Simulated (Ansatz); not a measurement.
Reaction R1 + R2 → P1 + P2, each structure at its B3LYP-D3(BJ)/def2-TZVP stationary point, reached from a drawn start (curvature not checked).
P1: Cl atom, charge 0, multiplicity 2.
P2: H2O (SMILES O), charge 0, multiplicity 1.
R1, OH (SMILES [OH]) (charge 0, multiplicity 2):
```xyz
2

O      0.00000     0.00000     0.48836
H      0.00000     0.00000    -0.48836
```
R2: HCl (SMILES Cl), charge 0, multiplicity 1.

P less R. No zero-point or thermal terms; singlets are restricted closed shells; open shells are unrestricted; no spin–orbit coupling.

Frozen-core correlation throughout.

Codes used: Ansatz (Gaussian orbitals). Each number belongs to the level named beside it.

| level | reaction energy (kJ/mol) |
|---|---|
| HF/cc-pV(D+d)Z | -33.3 |
| PBE/def2-TZVPP | -73.0 |
| B97M-V/def2-TZVPP | -57.5 |
| B3LYP/def2-TZVPP | -72.3 |
| CAM-B3LYP/def2-TZVPP | -75.5 |
| SCS-MP2/cc-pV(T+d)Z | -81.4 |
| SCS-MP2/cc-pV(Q+d)Z | -84.1 |
| CCSD/cc-pV(D+d)Z | [?] |
| CCSD(T)/cc-pV(Q+d)Z | [?] |

### Question
Fill in the missing entries.

### Answer

- CCSD/cc-pV(D+d)Z, reaction energy (kJ/mol): -63.7
- CCSD(T)/cc-pV(Q+d)Z, reaction energy (kJ/mol): -75.6

Ansatz is a program for electronic structure.
